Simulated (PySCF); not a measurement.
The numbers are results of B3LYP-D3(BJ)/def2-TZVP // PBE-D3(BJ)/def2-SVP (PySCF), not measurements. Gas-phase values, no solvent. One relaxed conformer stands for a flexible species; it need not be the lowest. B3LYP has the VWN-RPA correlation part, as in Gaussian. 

Reference species: [Zn(CH3)(SH)] (neutral, multiplicity 1).

- mean distance from the central atom to its bonded neighbours = 2.067 Å
- charge on the central atom (meta-Löwdin) = 1.05 e
- charge on the central atom (Mulliken) = 0.37 e

After one change: the mean distance from the central atom to its bonded neighbours falls by 0.120 Å; the charge on the central atom (meta-Löwdin) hardly moves; the charge on the central atom (Mulliken) increases by 0.02 e.

Q: What was changed between the two runs? The new species is one of these.
(A) [Zn(CH3)(Cl)]
(B) [Zn(CH3)(Br)]
(C) [Zn(CH3)2]
(D) [Zn(CH3)(NH2)]

A: C, [Zn(CH3)2]
